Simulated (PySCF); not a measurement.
This script is equivalent to a calculation on Pb³⁺ (lead, charge +3).

```python
from pyscf import gto, scf, dft, mp, cc
import basis_set_exchange as bse
txt = bse.get_basis("aug-cc-pVDZ-PP", elements=["Pb"], fmt="nwchem", header=False)
cut = txt.index("\nECP")
mol = gto.M(atom="Pb 0 0 0", charge=3, spin=1, symmetry="D2h",
            basis=gto.basis.parse(txt[:cut]),
            ecp={"Pb": gto.basis.parse_ecp(txt[cut:])})
mf = scf.UHF(mol)
mf.irrep_nelec = {'Ag': (4, 3), 'B1g': (1, 1), 'B2g': (1, 1), 'B3g': (1, 1), 'B1u': (1, 1), 'B2u': (1, 1), 'B3u': (1, 1)}
mf.kernel()
```

(1) What total energy does it give?

(2) Which occupied shell lies highest, and where?

(3) What is ⟨S²⟩, and what would a pure spin state give?

Energies and moments cover only the electrons outside the core potential. Spin-orbit coupling, which splits the p, d and f shells strongly at this Z, is absent.

## Answers

(1) -190.01291 hartree (calculated).

(2) 6s α, at -40.799 eV.

(3) 0.751, against 0.75.
